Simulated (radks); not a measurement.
Results of a calculation; reference values are marked as such.
The mean radii <r> (bohr) of the occupied orbitals of an atom or ion are listed with their occupations. Level of theory: Dirac Kohn-Sham, LDA (Slater exchange, Perdew-Wang correlation), spin-unpolarised, spherical densities, finite nucleus; Fermi nuclear charge, rms radius of each element as measured or else 0.836 A^(1/3) + 0.57 fm (a radial shooting solver on a logarithmic mesh with Libxc functionals).

orbital  occ.      <r>
1s1/2       2  0.04707
2s1/2       2   0.2100
2p1/2       2   0.1813
2p3/2       4   0.1849
3s1/2       2   0.6009
3p1/2       2   0.6045
3p3/2       4   0.6132
3d3/2       4   0.6108
3d5/2       2   0.6136
4p1/2       1    1.540

Name the element and its charge. Open shells, if any, fill j = l - 1/2 first.

Answer. Z = 32, germanium, charge +7: Ge7+ in [Ar] 3d6 4p1. The 1s radius gives Z: for a bare nucleus <r> = (2 gamma + 1)/(2Z) with gamma = sqrt(1 - (Z/c)^2), 0.04601 bohr for Z = 32, and screening makes it slightly larger (0.04707 here). The occupations add up to 25, and the charge is Z minus that.
